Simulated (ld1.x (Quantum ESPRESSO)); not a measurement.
**Which change was made? (Ge, RRKJ)**

| Quantity | Value |
| --- | --- |
| Element | germanium (Ge) |
| Generator | ld1.x (Quantum ESPRESSO) 7.5 |
| Type | norm-conserving RRKJ (Kleinman–Bylander form) |
| Functional | LDA (PZ) |
| Relativity | scalar-relativistic |
| Frozen core | [Ar] 3d10 |
| Valence charge | 4 |
| Reference configuration | 4s2 4p1.75 (charge +0.25) |
| Partial waves | 4p (bound): rc 1.50 bohr; 4d channel at 0.15 Ry: rc 1.70 bohr; 4s (bound): rc 1.70 bohr |
| Local potential | the s channel |
| Core correction | none |

Cutoffs, loose and tight: the cutoffs (Ry, on a coarse ladder) from which the occupation-weighted sum of valence levels, in a spherical-Bessel basis at the reference potential, stays within 10 and 1 mRy of its value at 400 Ry. They do not see the model core or the augmentation charge, which bear on the density cutoff. Test errors are all-electron minus pseudo excitation energies from the reference, over the configurations 4s2 4p2; 4s2 4p1; 4s2 4p0; 4s1 4p0; 4s2 4p2.3; 4s2 4p1.5; 4s0 4p4 (two spin-polarised tests are not counted in the largest error); variants that change the core or the reference have their own tests.

The base gives: outcome: generated; cutoff, loose: 40 Ry; cutoff, tight: 55 Ry; bound ghosts: p, d; largest test error (meV): +251.

Question: After one change the result is: outcome: failed: compute_phi: phi has nodes before r_c. Which change was it?
A. reference 4s2 4p0
B. functional PBEsol
C. local potential the d channel

Answer: C. The others give: functional PBEsol → outcome: generated; cutoff, loose: 40 Ry; cutoff, tight: 50 Ry; bound ghosts: p, d; largest test error (meV): +45 | reference 4s2 4p0 → outcome: generated; cutoff, loose: 30 Ry; cutoff, tight: 45 Ry; bound ghosts: p, d; largest test error (meV): +144.
